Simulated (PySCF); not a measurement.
**Vertical excitation energies**

Species: C8H11N.
Cartesian coordinates in Å at the PBE0-D3(BJ)/def2-SVP level; atoms count from 1:
```xyz
20
C8H11N angstrom
C     -1.8866    1.0806    2.0000
C     -2.4816    0.0660    1.3617
C     -2.1392   -0.4863    0.0389
C     -3.1050   -1.1028   -0.6783
C     -0.7928   -0.3992   -0.5299
C      0.3645   -0.1722    0.1227
C      1.6474   -0.1645   -0.5596
N      2.7388    0.0378    0.0609
C      3.9608    0.0287   -0.6835
H     -1.0280    1.6129    1.5855
H     -2.2692    1.4289    2.9625
H     -3.3646   -0.3880    1.8260
H     -4.1169   -1.2212   -0.2831
H     -2.9048   -1.5029   -1.6754
H     -0.7353   -0.6007   -1.6070
H      0.3987   -0.0061    1.2017
H      1.6240   -0.3432   -1.6573
H      3.8335   -0.1564   -1.7698
H      4.6372   -0.7406   -0.2739
H      4.4822    0.9917   -0.5504
```

Level of theory: PySCF, TDDFT CAM-B3LYP/def2-SVPD, vertical, gas phase, core orbitals frozen in the response.

**Question.** Predict the UV-vis stick spectrum at this level.

**Answer.** 

```
state  E (eV)  E (kJ/mol)  λ (nm)       f  main configurations (H = HOMO, L = LUMO)
   S1    4.52         436   274.5  0.0010                H-1→L (77%), H-1→L+1 (13%)
   S2    4.82         465   257.3   0.748                                 H→L (93%)
   S3    5.47         527   226.9   0.098                  H→L+1 (81%), H-2→L (12%)
   S4    5.60         540   221.4   0.223                  H-2→L (83%), H→L+1 (12%)
   S5    6.48         626   191.2  0.0025                               H→L+2 (87%)
   S6    6.80         656   182.3   0.137   H-2→L+1 (42%), H→L+5 (14%), H→L+4 (10%)
```

The lowest singlet comes at 275 nm (436 kJ/mol) in the ultraviolet; it is very weak; its leading configuration is HOMO-1→LUMO (77%). The strongest level in the table is S2 at 4.82 eV (257 nm, f = 0.748). Löwdin shares by element: HOMO carbon 62% or more (atoms not listed hold the other 38%); LUMO carbon 47% or more, nitrogen 14% (atoms not listed hold the other 39%). Of the 6 states listed, 4 reach f = 0.01 and none stays under 0.0005. The listed states span 2.29 eV, and the widest gap between neighbours is 0.88 eV (S4 to S5). Orbital energies (eV): HOMO-3 -10.59, HOMO-2 -8.93, HOMO-1 -8.75, HOMO -7.69, LUMO -0.67, LUMO+1 0.52, LUMO+2 1.48. The window holds the lowest 6 singlets.

One conformer stands for the species.
